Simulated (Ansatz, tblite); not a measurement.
Forces on tetraphenylgermane (C₂₄H₂₀Ge) at its PBE-D4/def2-SVP geometry. The state is a singlet with charge 0.

The xTB rows come from tblite. Single mean-field runs in def2-TZVP are fitted with def2-universal-jkfit.

GFN2-xTB (tblite), largest force 1.17 eV/Å:

```xyz
45
positions Å, forces eV/Å
C    -3.848    0.727   -2.759    0.305   -0.048    0.217
C    -3.544   -0.565   -2.301    0.263    0.292    0.153
C    -2.426   -0.774   -1.478   -0.198    0.451   -0.217
C    -1.596    0.304   -1.103   -0.934    0.176   -0.680
Ge    0.000    0.000    0.000   -0.001    0.000    0.002
C     1.489   -0.584   -1.138    0.887   -0.370   -0.665
C     2.825   -0.426   -0.709    0.003   -0.242   -0.482
C     3.891   -0.881   -1.502   -0.411   -0.011   -0.092
C     3.634   -1.498   -2.737   -0.293    0.120    0.206
C     2.310   -1.657   -3.176    0.053    0.193    0.346
C     1.246   -1.201   -2.382    0.510    0.014    0.086
C    -0.401   -1.385    1.331   -0.231   -0.807    0.812
C    -1.670   -1.445    1.946    0.308   -0.391    0.206
C    -1.946   -2.408    2.930    0.356    0.044   -0.222
C    -0.955   -3.327    3.310    0.084    0.257   -0.264
C     0.310   -3.281    2.703   -0.275    0.258   -0.136
C     0.584   -2.318    1.720   -0.430   -0.083    0.275
C     0.506    1.665    0.908    0.281    1.001    0.531
C     1.271    2.644    0.238   -0.115    0.181    0.494
C     1.600    3.854    0.872   -0.206   -0.329    0.167
C     1.170    4.098    2.186   -0.099   -0.325   -0.165
C     0.411    3.130    2.864    0.132   -0.097   -0.365
C     0.084    1.921    2.229    0.269    0.407   -0.174
C    -1.915    1.598   -1.566   -0.348   -0.337   -0.182
C    -3.032    1.809   -2.389    0.093   -0.357    0.155
H    -4.726    0.893   -3.403    0.545   -0.103    0.395
H    -4.185   -1.415   -2.584    0.391    0.521    0.168
H    -2.204   -1.791   -1.114   -0.066    0.617   -0.189
H     3.039    0.067    0.253   -0.195   -0.291   -0.546
H     4.928   -0.750   -1.156   -0.633   -0.083   -0.214
H     4.469   -1.853   -3.361   -0.517    0.214    0.389
H     2.105   -2.136   -4.147    0.133    0.292    0.593
H     0.211   -1.322   -2.740    0.595    0.094    0.269
H    -2.459   -0.735    1.647    0.509   -0.378    0.138
H    -2.942   -2.444    3.400    0.610    0.021   -0.283
H    -1.171   -4.084    4.081    0.135    0.471   -0.474
H     1.088   -4.003    2.996   -0.481    0.440   -0.173
H     1.577   -2.295    1.243   -0.608    0.039    0.252
H     1.625    2.458   -0.789   -0.248    0.051    0.597
H     2.200    4.608    0.339   -0.369   -0.457    0.327
H     1.429    5.045    2.684   -0.164   -0.584   -0.310
H     0.076    3.316    3.896    0.207   -0.107   -0.633
H    -0.503    1.164    2.773    0.346    0.416   -0.377
H    -1.286    2.455   -1.274   -0.334   -0.550   -0.147
H    -3.270    2.825   -2.742    0.140   -0.625    0.212
```

r2SCAN-D4/def2-TZVP (Ansatz), largest force 0.56 eV/Å:

```
C 0.089 -0.010 0.058
C 0.048 0.067 0.029
C -0.054 0.110 -0.052
C -0.334 0.054 -0.233
Ge 0.000 0.000 0.001
C 0.318 -0.118 -0.232
C 0.005 -0.059 -0.120
C -0.082 -0.008 -0.027
C -0.085 0.033 0.055
C 0.032 0.041 0.069
C 0.117 0.001 0.030
C -0.092 -0.287 0.280
C 0.072 -0.099 0.052
C 0.077 0.000 -0.041
C 0.029 0.072 -0.073
C -0.073 0.043 -0.019
C -0.100 -0.008 0.067
C 0.111 0.350 0.183
C -0.026 0.049 0.121
C -0.039 -0.065 0.044
C -0.035 -0.090 -0.046
C 0.044 -0.004 -0.075
C 0.058 0.094 -0.049
C -0.074 -0.085 -0.042
C 0.000 -0.083 0.026
H 0.442 -0.083 0.326
H 0.321 0.424 0.140
H -0.101 0.488 -0.177
H -0.106 -0.240 -0.459
H -0.518 -0.065 -0.173
H -0.421 0.178 0.315
H 0.104 0.242 0.484
H 0.504 0.064 0.171
H 0.381 -0.336 0.144
H 0.497 0.019 -0.234
H 0.109 0.381 -0.389
H -0.391 0.360 -0.146
H -0.486 -0.016 0.227
H -0.174 0.088 0.491
H -0.301 -0.376 0.266
H -0.130 -0.478 -0.251
H 0.169 -0.092 -0.517
H 0.290 0.367 -0.263
H -0.310 -0.416 -0.139
H 0.117 -0.509 0.177
```

PBE0-D4/def2-TZVP (Ansatz), largest force 0.58 eV/Å:

```
C 0.219 -0.039 0.155
C 0.142 0.189 0.073
C -0.067 0.268 -0.094
C -0.450 0.069 -0.329
Ge 0.000 -0.001 0.001
C 0.436 -0.173 -0.308
C -0.051 -0.128 -0.258
C -0.234 -0.024 -0.074
C -0.207 0.088 0.151
C 0.053 0.114 0.212
C 0.260 0.030 0.097
C -0.125 -0.381 0.393
C 0.204 -0.193 0.080
C 0.219 0.008 -0.113
C 0.057 0.187 -0.188
C -0.182 0.151 -0.069
C -0.250 0.003 0.122
C 0.141 0.487 0.242
C -0.089 0.054 0.273
C -0.124 -0.178 0.119
C -0.072 -0.231 -0.124
C 0.091 -0.041 -0.226
C 0.146 0.189 -0.143
C -0.155 -0.221 -0.070
C 0.041 -0.228 0.084
H 0.465 -0.087 0.342
H 0.339 0.449 0.148
H -0.113 0.529 -0.190
H -0.112 -0.258 -0.499
H -0.548 -0.069 -0.183
H -0.443 0.187 0.332
H 0.110 0.255 0.512
H 0.543 0.070 0.184
H 0.411 -0.367 0.156
H 0.526 0.020 -0.248
H 0.114 0.401 -0.409
H -0.413 0.381 -0.154
H -0.524 -0.018 0.244
H -0.186 0.096 0.533
H -0.318 -0.398 0.281
H -0.137 -0.503 -0.264
H 0.178 -0.097 -0.546
H 0.314 0.395 -0.283
H -0.334 -0.448 -0.149
H 0.124 -0.538 0.187
```
